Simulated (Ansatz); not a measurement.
`[NH2][SnH2][Cl]` and `[NH2][SnH2][OH]` differ in one atom or group.

Ansatz, PBE0-D4/def2-TZVP geometries, multiplicity 1. Each molecule was computed in one conformer, which needn't be the lowest.

Elements past krypton have def2 core potentials.

```
                                        property  `[NH2][SnH2][Cl]`
         HOMO–LUMO gap (ωB97M-V/def2-TZVPP) / eV              11.27
             HOMO–LUMO gap (PBE/def2-TZVPP) / eV               4.90
              LUMO energy (PBE0/def2-TZVPP) / eV              -0.56
           LUMO energy (ωB97M-V/def2-TZVPP) / eV               1.15
             HOMO energy (B3LYP/def2-TZVPP) / eV              -7.53
size of the dipole moment (B3LYP/def2-TZVPP) / D               1.77
```

Problem. Give the same properties after the change, and the shifts. (Best estimate.)

Solution. The calculation gave: 
```tsv
property	`[NH2][SnH2][OH]`	shift
HOMO–LUMO gap (ωB97M-V/def2-TZVPP) / eV	10.96	-0.31
HOMO–LUMO gap (PBE/def2-TZVPP) / eV	5.00	0.10
LUMO energy (PBE0/def2-TZVPP) / eV	-0.12	0.44
LUMO energy (ωB97M-V/def2-TZVPP) / eV	1.24	0.09
HOMO energy (B3LYP/def2-TZVPP) / eV	-7.11	0.42
size of the dipole moment (B3LYP/def2-TZVPP) / D	2.66	0.89
```

Dipoles are sizes alone; their direction can turn.

B3LYP here is the variant with VWN-RPA as its local correlation; programs differ in this.
